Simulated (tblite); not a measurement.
Species: C3H6AsB.
Numbering: `[CH:1]#[C:2][BH:3][CH2:4][AsH2:5]` (hydrogens: H6 on C1; H7 on B3; H8, H9 on C4; H10, H11 on As5)

Computed with GFN2-xTB (tblite), gas phase: L-BFGS steps from a force-field or distance-geometry start until the largest atomic force falls under 0.01 eV/Å.

Step 26: E = -353.2905 eV
```
atom  x, y, z in Å  |  force x, y, z in eV/Å
C1      2.6314    0.3228    1.1321    0.002   0.003   0.010
C2      1.6600   -0.2167    0.6634   -0.016   0.030   0.016
B3      0.4784   -0.8891    0.0233    0.046  -0.040  -0.056
C4     -0.5171   -0.0802   -0.8621   -0.029  -0.013  -0.008
As5    -2.3319   -0.0558   -0.0003   -0.015   0.034   0.024
H6      3.4818    0.7846    1.5447    0.000   0.011   0.012
H7      0.3266   -2.0433    0.1785   -0.021  -0.022   0.024
H8     -0.2144    0.9456   -1.0778   -0.006  -0.007  -0.008
H9     -0.7037   -0.5986   -1.8078    0.018   0.011  -0.038
H10    -2.8319    1.0726   -0.8778    0.015  -0.012   0.037
H11    -1.9736    0.9539    1.0579    0.005   0.004  -0.015
```

Step 27: E = -353.2910 eV
```
atom  x, y, z in Å  |  force x, y, z in eV/Å
C1      2.6290    0.3249    1.1357   -0.007  -0.002   0.007
C2      1.6583   -0.2141    0.6641   -0.017   0.033   0.008
B3      0.4788   -0.8894    0.0195    0.084  -0.033  -0.025
C4     -0.5207   -0.0845   -0.8646   -0.007  -0.009   0.004
As5    -2.3317   -0.0526    0.0017   -0.032   0.038   0.026
H6      3.4791    0.7865    1.5515   -0.029  -0.004  -0.002
H7      0.3339   -2.0449    0.1717   -0.023  -0.025   0.026
H8     -0.2184    0.9400   -1.0834    0.001   0.016  -0.016
H9     -0.7085   -0.6056   -1.8077    0.009   0.002  -0.055
H10    -2.8278    1.0800   -0.8735    0.013  -0.020   0.038
H11    -1.9666    0.9553    1.0590    0.008   0.004  -0.011
```

Task: Estimate the geometry and energy of step 28. (The exact step hangs on the optimiser's Hessian estimate; all steps are aligned on step 27, rigid shifts and turns removed.)

Result: E = -353.2916 eV, largest force 0.099 eV/Å
```
atom  x, y, z in Å  |  force x, y, z in eV/Å
C1      2.6258    0.3276    1.1404   -0.019  -0.007   0.003
C2      1.6558   -0.2101    0.6652   -0.017   0.027  -0.006
B3      0.4808   -0.8904    0.0138    0.097  -0.018   0.008
C4     -0.5251   -0.0902   -0.8677    0.025  -0.006   0.010
As5    -2.3320   -0.0478    0.0049   -0.038   0.025   0.024
H6      3.4751    0.7888    1.5603   -0.055  -0.015  -0.013
H7      0.3430   -2.0473    0.1636   -0.019  -0.022   0.024
H8     -0.2235    0.9330   -1.0911    0.008   0.032  -0.021
H9     -0.7146   -0.6144   -1.8085   -0.003  -0.003  -0.060
H10    -2.8222    1.0891   -0.8670    0.007  -0.020   0.031
H11    -1.9576    0.9574    1.0602    0.014   0.008   0.000
```

The energy changes by -0.0006 eV. The first-order estimate −F·Δx gives -0.0008 eV and the mean of the old and new forces, exact on a quadratic surface, -0.0006 eV. The step makes an angle of 79° with the force vector and moves no atom by more than 0.013 Å.

The cost below is that of the whole relaxation. The run took 0.24 s on one thread, Arm Neoverse V2 (aarch64), no GPU, on a shared host.
